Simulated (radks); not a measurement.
Task: Radial electron density D(r) = 4 pi r^2 rho(r) of an atom or ion with 43 electrons. All-electron calculation, scalar-relativistic Kohn-Sham, r2SCAN, spin-polarised, spherical densities, finite nucleus; meta-GGA in the generalised Kohn-Sham scheme; Fermi nuclear charge, rms radius of each element as measured or else 0.836 A^(1/3) + 0.57 fm. Program: a radial shooting solver on a logarithmic mesh with Libxc functionals.

```
   r/bohr * D(r) (the largest magnitude, 73.6, reaches the edge; | marks zero)
 0.005278 |            *
 0.006096 |               *
  0.00704 |                   *
 0.008066 |                      *
 0.009315 |                          *
  0.01076 |                              *
  0.01242 |                                  *
  0.01435 |                                     *
  0.01657 |                                        *
  0.01914 |                                          *
   0.0221 |                                           *
  0.02552 |                                          *
  0.02924 |                                         *
  0.03377 |                                       *
    0.039 |                                     *
  0.04504 |                                     *
  0.05202 |                                      *
  0.06008 |                                         *
  0.06938 |                                              *
  0.08013 |                                                   *
  0.09254 |                                                      *
    0.106 |                                                      *
   0.1224 |                                                  *
   0.1414 |                                            *
   0.1633 |                                      *
   0.1886 |                                   *
   0.2178 |                                     *
   0.2515 |                                        *
   0.2905 |                                           *
   0.3355 |                                         *
   0.3844 |                                   *
   0.4439 |                          *
   0.5127 |                 *
   0.5921 |            *
   0.6838 |           *
   0.7897 |           *
    0.912 |            *
    1.053 |          *
    1.216 |        *
    1.394 |     *
    1.609 |   *
    1.859 | *
    2.147 |*
    2.479 |*
    2.863 *
    3.306 *
    3.818 *
     4.41 *
    5.052 *
    5.835 *
    6.739 *
```

What is the nuclear charge?

Result: Z = 46. The innermost maximum, from 1s, lies near gamma/Z bohr with gamma = sqrt(1 - (Z/c)^2) = 0.942, here 0.0205 bohr (found: 0.0225), and its height grows with Z. The density is that of the palladium ion Pd3+ in [Kr] 4d6.5 5p0.5; the configuration itself is not fixed sharply by these data, and Z only to a few units. D(r) has 4 maxima, at r = 0.0225, 0.0987, 0.298, 0.883 bohr, and minima at 0.0443, 0.193, 0.678 bohr, inside which lie 2.01, 11.11, 29.04 electrons.
